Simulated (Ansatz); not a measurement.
A short molecular-dynamics run on `[NH2][Nb]([F])(=[S])[Cl]`.

```yaml
crystal:
  periodic: [false, false, false]
  atoms:
    - {symbol: N, position_ang: [-0.741120, 0.647196, 0.696545]}
    - {symbol: Nb, position_ang: [0.479577, -0.431649, -0.345999]}
    - {symbol: F, position_ang: [1.815532, -1.120620, 0.753031]}
    - {symbol: S, position_ang: [-0.730435, -1.980895, -1.165079]}
    - {symbol: Cl, position_ang: [1.399697, 0.850429, -2.004721]}
    - {symbol: H, position_ang: [-1.736283, 0.514539, 0.796999]}
    - {symbol: H, position_ang: [-0.425870, 1.452900, 1.223524]}
basis:
  gaussian: {orbitals: def2-SVP}
hamiltonian: {xc: {name: BLYP}, dispersion: d3bj}
md: {timestep: 2 fs, n_steps: 50, ensemble: nvt_nose_hoover, temperature: 1000, initial_velocities: maxwell_boltzmann, seed: 773}
```

```sh
$ ansatz run in.yaml --threads 4 --pin off --events-out ev --progress --plain --max-ram 10444MiB
```

```csv
step,time (fs),potential energy (eV),kinetic (eV),T (K),conserved (eV)
0,0.0,-29142.9881,0.6463,1000,-29142.3418
1,2.0,-29142.8407,0.5813,899,-29142.2594
2,4.0,-29142.8966,0.5920,916,-29142.3046
3,6.0,-29142.6865,0.4255,658,-29142.2612
4,8.0,-29142.7978,0.5002,774,-29142.2979
5,10.0,-29142.7036,0.4194,649,-29142.2848
6,12.0,-29142.7121,0.3895,603,-29142.3236
7,14.0,-29142.6177,0.3233,500,-29142.2958
8,16.0,-29142.5119,0.2358,365,-29142.2780
9,18.0,-29142.6634,0.3403,527,-29142.3256
10,20.0,-29142.5084,0.2653,410,-29142.2463
11,22.0,-29142.7300,0.3905,604,-29142.3437
12,24.0,-29142.5987,0.3126,484,-29142.2915
13,26.0,-29142.6558,0.3593,556,-29142.3031
14,28.0,-29142.7298,0.4034,624,-29142.3346
15,30.0,-29142.6724,0.3957,612,-29142.2867
16,32.0,-29142.7214,0.4276,662,-29142.3058
17,34.0,-29142.5249,0.2714,420,-29142.2672
18,36.0,-29142.6386,0.3443,533,-29142.3098
19,38.0,-29142.4731,0.2254,349,-29142.2648
20,40.0,-29142.5782,0.2511,389,-29142.3459
21,42.0,-29142.4827,0.1992,308,-29142.3039
22,44.0,-29142.4791,0.2013,311,-29142.2997
23,46.0,-29142.6330,0.3067,475,-29142.3503
24,48.0,-29142.4589,0.2371,367,-29142.2482
25,50.0,-29142.6195,0.3349,518,-29142.3137
26,52.0,-29142.4911,0.2558,396,-29142.2674
27,54.0,-29142.6758,0.4098,634,-29142.3015
28,56.0,-29142.6710,0.4142,641,-29142.2967
29,58.0,-29142.7241,0.4375,677,-29142.3313
30,60.0,-29142.6466,0.3901,604,-29142.3060
31,62.0,-29142.5083,0.2786,431,-29142.2832
32,64.0,-29142.6423,0.3659,566,-29142.3339
33,66.0,-29142.4619,0.2767,428,-29142.2470
34,68.0,-29142.6537,0.3782,585,-29142.3417
35,70.0,-29142.4916,0.2729,422,-29142.2895
36,72.0,-29142.5455,0.3196,495,-29142.3010
37,74.0,-29142.6307,0.3746,580,-29142.3365
38,76.0,-29142.5748,0.3765,583,-29142.2845
39,78.0,-29142.6878,0.4716,730,-29142.3092
40,80.0,-29142.5335,0.3665,567,-29142.2668
41,82.0,-29142.6918,0.4913,760,-29142.3076
42,84.0,-29142.5872,0.4230,655,-29142.2790
43,86.0,-29142.7034,0.4868,753,-29142.3394
44,88.0,-29142.6682,0.4925,762,-29142.3071
45,90.0,-29142.6027,0.4545,703,-29142.2882
46,92.0,-29142.7759,0.5769,893,-29142.3484
47,94.0,-29142.5598,0.4902,758,-29142.2288
48,96.0,-29142.7944,0.6419,993,-29142.3222
49,98.0,-29142.6387,0.5524,855,-29142.2671
50,100.0,-29142.7775,0.6748,1044,-29142.2949
```

Velocities are drawn at the set temperature; a run this short doesn't reach equilibrium.

Frames (Å, forces in eV/Å):

```xyz
7
time=0.0 fs
N    -0.741    0.647    0.697   -0.026   -0.063   -0.036
Nb    0.480   -0.432   -0.346    0.356    0.325   -0.008
F     1.816   -1.121    0.753    0.611   -0.318    0.512
S    -0.730   -1.981   -1.165   -0.684   -0.872   -0.458
Cl    1.400    0.850   -2.005    0.280    0.394   -0.510
H    -1.736    0.515    0.797   -0.732   -0.046    0.113
H    -0.426    1.453    1.224    0.196    0.580    0.388
7
time=4.0 fs
N    -0.775    0.613    0.754    0.854    0.812   -0.271
Nb    0.484   -0.435   -0.358    0.205    1.139    1.139
F     1.814   -1.112    0.780    0.336   -0.223    0.208
S    -0.735   -1.962   -1.156   -0.932   -1.337   -0.667
Cl    1.408    0.850   -2.015    0.229    0.380   -0.473
H    -1.787    0.436    0.834    0.284    0.484    0.209
H    -0.406    1.568    1.065   -0.976   -1.254   -0.145
7
time=8.0 fs
N    -0.801    0.581    0.804    1.216    1.129   -0.861
Nb    0.488   -0.437   -0.368    0.151    1.491    2.006
F     1.815   -1.105    0.809   -0.005   -0.096   -0.164
S    -0.744   -1.949   -1.150   -0.983   -1.538   -0.758
Cl    1.418    0.851   -2.028    0.154    0.319   -0.393
H    -1.818    0.421    0.900    0.377    0.359    0.063
H    -0.480    1.605    0.949   -0.910   -1.664    0.106
7
time=12.0 fs
N    -0.816    0.552    0.844    0.919   -1.555   -1.363
Nb    0.493   -0.436   -0.375    0.069    1.392    2.422
F     1.816   -1.098    0.836   -0.306    0.012   -0.508
S    -0.758   -1.944   -1.147   -0.787   -1.429   -0.694
Cl    1.428    0.853   -2.042    0.048    0.216   -0.251
H    -1.814    0.450    0.980   -0.560   -0.518    0.014
H    -0.653    1.530    0.852    0.618    1.883    0.379
7
time=16.0 fs
N    -0.822    0.512    0.869   -0.222    2.969   -1.112
Nb    0.497   -0.432   -0.378   -0.155    1.108    2.423
F     1.815   -1.092    0.859   -0.471    0.076   -0.726
S    -0.775   -1.946   -1.148   -0.426   -1.104   -0.526
Cl    1.438    0.856   -2.057   -0.037    0.111   -0.112
H    -1.856    0.412    1.055    1.043   -0.465   -0.302
H    -0.744    1.641    0.821    0.268   -2.696    0.355
7
time=20.0 fs
N    -0.828    0.498    0.881    1.246   -3.862   -1.374
Nb    0.502   -0.427   -0.377   -0.475    0.532    2.119
F     1.810   -1.085    0.877   -0.523    0.105   -0.833
S    -0.795   -1.953   -1.151    0.041   -0.595   -0.254
Cl    1.449    0.860   -2.073   -0.141    0.010    0.085
H    -1.790    0.295    1.095   -0.794   -0.751    0.080
H    -0.789    1.445    0.840    0.646    4.560    0.176
7
time=24.0 fs
N    -0.823    0.465    0.879    0.252    2.018   -0.966
Nb    0.506   -0.421   -0.372   -0.757    0.107    1.479
F     1.800   -1.077    0.888   -0.407    0.065   -0.765
S    -0.814   -1.962   -1.156    0.469   -0.137   -0.004
Cl    1.458    0.864   -2.089   -0.203   -0.070    0.241
H    -1.778    0.094    1.132    0.981    0.681   -0.322
H    -0.763    1.581    0.900   -0.334   -2.664    0.338
7
time=28.0 fs
N    -0.813    0.447    0.865    1.350   -1.419   -1.499
Nb    0.508   -0.415   -0.365   -0.870   -0.362    0.541
F     1.788   -1.069    0.892   -0.206   -0.019   -0.596
S    -0.831   -1.973   -1.160    0.840    0.290    0.238
Cl    1.467    0.868   -2.103   -0.278   -0.165    0.430
H    -1.661   -0.029    1.133   -0.671    0.092    0.211
H    -0.775    1.428    1.011   -0.165    1.584    0.675
7
time=32.0 fs
N    -0.790    0.420    0.836   -0.449    1.945    0.702
Nb    0.509   -0.410   -0.357   -0.715   -0.736   -0.664
F     1.773   -1.061    0.892    0.101   -0.155   -0.314
S    -0.845   -1.982   -1.163    1.093    0.574    0.389
Cl    1.475    0.870   -2.116   -0.317   -0.237    0.568
H    -1.610   -0.124    1.153    0.117    0.416   -0.125
H    -0.816    1.429    1.228    0.170   -1.806   -0.556
7
time=36.0 fs
N    -0.771    0.403    0.811   -1.463    2.024    2.043
Nb    0.509   -0.405   -0.351   -0.430   -1.134   -1.823
F     1.760   -1.054    0.890    0.396   -0.291   -0.020
S    -0.853   -1.989   -1.165    1.250    0.759    0.471
Cl    1.481    0.872   -2.126   -0.353   -0.287    0.678
H    -1.560   -0.169    1.158    0.045    0.101   -0.348
H    -0.828    1.306    1.392    0.555   -1.173   -1.001
7
time=40.0 fs
N    -0.767    0.402    0.801   -1.222    0.303    0.882
Nb    0.508   -0.403   -0.347   -0.296   -1.316   -2.511
F     1.749   -1.049    0.887    0.593   -0.375    0.200
S    -0.855   -1.991   -1.164    1.299    0.853    0.484
Cl    1.486    0.873   -2.134   -0.377   -0.314    0.750
H    -1.517   -0.211    1.115   -0.563   -0.317   -0.289
H    -0.761    1.117    1.508    0.566    1.166    0.484
7
time=44.0 fs
N    -0.775    0.403    0.803   -1.232    1.626    3.294
Nb    0.507   -0.402   -0.347   -0.296   -1.152   -2.487
F     1.744   -1.047    0.885    0.668   -0.400    0.291
S    -0.851   -1.990   -1.161    1.201    0.796    0.400
Cl    1.489    0.872   -2.138   -0.381   -0.310    0.762
H    -1.542   -0.280    1.030    0.343    0.974   -0.084
H    -0.624    1.093    1.667   -0.303   -1.534   -2.176
7
time=48.0 fs
N    -0.797    0.419    0.833   -0.317   -1.544   -3.636
Nb    0.505   -0.404   -0.351   -0.602   -0.755   -1.810
F     1.743   -1.049    0.886    0.524   -0.316    0.179
S    -0.841   -1.985   -1.157    1.038    0.691    0.301
Cl    1.491    0.870   -2.139   -0.393   -0.316    0.754
H    -1.549   -0.234    0.936   -1.143   -0.125    0.597
H    -0.509    0.907    1.590    0.893    2.364    3.615
7
time=52.0 fs
N    -0.817    0.428    0.845    1.067    0.542    1.712
Nb    0.502   -0.407   -0.358   -0.673   -0.328   -0.778
F     1.747   -1.053    0.889    0.319   -0.212   -0.032
S    -0.826   -1.977   -1.150    0.742    0.399    0.081
Cl    1.491    0.866   -2.136   -0.370   -0.271    0.666
H    -1.680   -0.168    0.928    0.665    1.068    0.614
H    -0.366    0.893    1.771   -1.751   -1.198   -2.263
7
time=56.0 fs
N    -0.827    0.443    0.870   -0.307   -1.354   -3.346
Nb    0.498   -0.410   -0.367   -0.581    0.076    0.246
F     1.753   -1.059    0.891    0.002   -0.055   -0.320
S    -0.807   -1.966   -1.143    0.391    0.041   -0.145
Cl    1.489    0.862   -2.131   -0.346   -0.236    0.562
H    -1.749    0.033    1.008   -0.304    0.094    0.059
H    -0.442    0.747    1.698    1.146    1.434    2.944
7
time=60.0 fs
N    -0.835    0.448    0.873    0.638    0.242    2.055
Nb    0.493   -0.413   -0.375   -0.290    0.592    1.356
F     1.760   -1.065    0.890   -0.229    0.046   -0.559
S    -0.786   -1.956   -1.137   -0.085   -0.493   -0.488
Cl    1.485    0.856   -2.123   -0.292   -0.167    0.409
H    -1.842    0.267    1.099    0.671   -0.026   -0.687
H    -0.441    0.728    1.862   -0.413   -0.193   -2.086
7
time=64.0 fs
N    -0.838    0.454    0.891    0.337    0.117    0.504
Nb    0.487   -0.415   -0.382    0.032    1.120    2.172
F     1.765   -1.071    0.885   -0.389    0.122   -0.688
S    -0.766   -1.947   -1.133   -0.568   -1.039   -0.822
Cl    1.481    0.849   -2.114   -0.234   -0.100    0.266
H    -1.861    0.487    1.093    0.462   -0.383   -0.816
H    -0.457    0.718    1.828    0.360    0.162   -0.616
7
time=68.0 fs
N    -0.838    0.458    0.907    1.674   -0.094   -0.560
Nb    0.482   -0.416   -0.384    0.335    1.469    2.607
F     1.766   -1.076    0.875   -0.418    0.144   -0.673
S    -0.748   -1.944   -1.133   -0.956   -1.447   -1.066
Cl    1.475    0.842   -2.103   -0.170   -0.015    0.127
H    -1.833    0.663    0.968   -0.347   -0.243   -0.160
H    -0.380    0.760    1.788   -0.118    0.187   -0.276
7
time=72.0 fs
N    -0.825    0.461    0.912    1.163    0.881    0.387
Nb    0.477   -0.414   -0.383    0.565    1.435    2.573
F     1.765   -1.080    0.858   -0.302    0.101   -0.533
S    -0.734   -1.947   -1.138   -1.129   -1.579   -1.142
Cl    1.469    0.835   -2.091   -0.098    0.092   -0.009
H    -1.827    0.792    0.817    1.257   -0.522    0.424
H    -0.286    0.852    1.785   -1.456   -0.407   -1.700
7
time=76.0 fs
N    -0.799    0.469    0.914    0.683   -1.928   -3.000
Nb    0.473   -0.410   -0.377    0.642    0.879    2.010
F     1.761   -1.084    0.838   -0.104    0.024   -0.321
S    -0.725   -1.958   -1.149   -0.999   -1.319   -0.987
Cl    1.462    0.828   -2.079   -0.039    0.193   -0.106
H    -1.688    0.860    0.714   -1.585    0.340   -0.107
H    -0.341    0.937    1.622    1.402    1.812    2.510
7
time=80.0 fs
N    -0.765    0.468    0.895   -0.072    3.370    1.387
Nb    0.469   -0.404   -0.367    0.672    0.133    1.045
F     1.756   -1.087    0.814    0.248   -0.136   -0.001
S    -0.721   -1.976   -1.165   -0.719   -0.846   -0.701
Cl    1.454    0.821   -2.067    0.038    0.298   -0.207
H    -1.684    0.939    0.619    0.970   -0.960    0.521
H    -0.297    1.171    1.663   -1.136   -1.860   -2.043
7
time=84.0 fs
N    -0.729    0.498    0.887   -0.999   -1.258   -1.778
Nb    0.467   -0.398   -0.356    0.356   -0.826   -0.050
F     1.753   -1.092    0.790    0.587   -0.280    0.319
S    -0.720   -1.998   -1.184   -0.293   -0.185   -0.302
Cl    1.447    0.816   -2.057    0.087    0.378   -0.258
H    -1.596    0.900    0.583   -1.532   -0.195   -0.383
H    -0.384    1.186    1.462    1.793    2.364    2.451
7
time=88.0 fs
N    -0.701    0.529    0.870   -1.115    3.268    0.963
Nb    0.465   -0.393   -0.345    0.065   -1.487   -0.954
F     1.755   -1.098    0.768    0.905   -0.414    0.608
S    -0.721   -2.021   -1.205    0.046    0.395    0.078
Cl    1.440    0.813   -2.047    0.146    0.441   -0.312
H    -1.662    0.806    0.521    0.719   -0.450    0.708
H    -0.313    1.379    1.456   -0.767   -1.755   -1.092
7
time=92.0 fs
N    -0.685    0.589    0.859   -0.992    0.528   -0.369
Nb    0.464   -0.390   -0.335   -0.397   -1.841   -1.314
F     1.764   -1.109    0.751    0.989   -0.430    0.700
S    -0.722   -2.043   -1.226    0.340    0.894    0.422
Cl    1.434    0.811   -2.038    0.172    0.445   -0.308
H    -1.673    0.660    0.545    0.241    0.229    0.701
H    -0.308    1.402    1.360   -0.354    0.175    0.168
7
time=96.0 fs
N    -0.679    0.652    0.841    0.559    0.771    0.073
Nb    0.462   -0.391   -0.327   -0.662   -1.801   -1.286
F     1.781   -1.123    0.739    0.817   -0.329    0.588
S    -0.721   -2.060   -1.245    0.534    1.223    0.697
Cl    1.428    0.811   -2.030    0.176    0.391   -0.265
H    -1.674    0.535    0.672   -0.613    0.468    0.501
H    -0.327    1.519    1.321   -0.811   -0.721   -0.309
7
time=100.0 fs
N    -0.675    0.715    0.819   -1.610    0.994    0.643
Nb    0.458   -0.394   -0.321   -0.726   -1.572   -1.028
F     1.805   -1.139    0.731    0.426   -0.131    0.318
S    -0.717   -2.073   -1.262    0.647    1.375    0.872
Cl    1.422    0.813   -2.024    0.153    0.292   -0.190
H    -1.730    0.486    0.870    1.747    0.722    0.176
H    -0.407    1.644    1.307   -0.636   -1.681   -0.790
```

It took 50 s on 4 threads of an AMD EPYC 7R43 on a shared host, with 0.18 GiB of host memory at the peak.
